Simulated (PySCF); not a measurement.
# Bond lengths and vibrations by method: BClH3NSi

All numbers below are calculated, not measured. They come from PySCF 2.14.0, an open-source quantum chemistry program, on an isolated molecule that a program drew, which may never have been made. The molecule is BClH3NSi (charge 0, singlet), drawn as the SMILES string `[SiH]NBCl`.

The geometry was optimised and harmonic frequencies were computed with HF and MP2, all in the cc-pV(D+d)Z basis, for the commonest isotopes, with a restricted reference for singlets and an unrestricted one otherwise, and a frozen core in MP2. Each result is a local minimum of its method.

Geometry at the HF minimum:
```xyz
7
BClH3NSi, angstrom
Si    2.5533    2.2791   -1.1989
N     1.2869    1.1739   -1.7078
B     0.4065    0.3861   -0.9328
Cl    0.4610    0.4031    0.8452
H     2.9506    2.6530   -2.6190
H     1.1414    1.0629   -2.6956
H    -0.4071   -0.3210   -1.4444
```

Lengths of the bonds as drawn, in Å (atoms numbered as above):
```
bond,HF,MP2
Si1-N2,1.756,1.775
N2-B3,1.413,1.429
B3-Cl4,1.779,1.766
Si1-H5,1.521,1.525
N2-H6,1.005,1.022
B3-H7,1.193,1.203
```

Rotational constants, in GHz:
```
constant     HF    MP2
       A  11.37  11.04
       B  2.361  2.397
       C  1.955  1.969
```

Harmonic frequencies in cm^-1, each column in rising order, so a row needn't be the same motion in every method:
```
rank,HF,MP2
1,160,150
2,201,181
3,307,304
4,485,460
5,686,672
6,784,761
7,835,823
8,960,899
9,969,916
10,1134,1069
11,1336,1270
12,1435,1326
13,2105,?
14,2764,2696
15,3787,3588
```

**Estimate the missing MP2 frequency from the HF column.**

A single factor s that minimises the squared misfit of MP2 against s times HF over the other rows is sum(HF x MP2) / sum(HF^2) = 0.9542, with an rms misfit of 24 cm^-1. For rank 13 it gives 0.9542 x 2105 = 2009 cm^-1. The calculation gives 2077 cm^-1, 68 cm^-1 above the estimate. The drawn bonds are on average 0.7 % longer in MP2 than in HF.
